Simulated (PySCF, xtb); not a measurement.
Ti(Cl)3(SH) (Cl3HSTi), SMILES [Ti]([Cl])([SH])([Cl])[Cl], multiplicity 1. The values are those of a single conformer.

Harmonic wavenumbers (cm⁻¹) from GFN2-xTB in xtb at its own minimum, in rising order: 67, 93, 104, 107, 111, 116, 306, 403, 437, 439, 493, 2320.

Task: What does PySCF with PBE-D3(BJ)/def2-SVP give at its own minimum? (The exact figures need the calculation; the answer reports its results.)

Result: 88, 102, 122, 126, 127, 157, 358, 428, 477, 483, 524, 2580. Paired by order, the mean absolute difference is 48 cm⁻¹ and the zero-point energies are 7.1 and 8.0 kcal/mol.
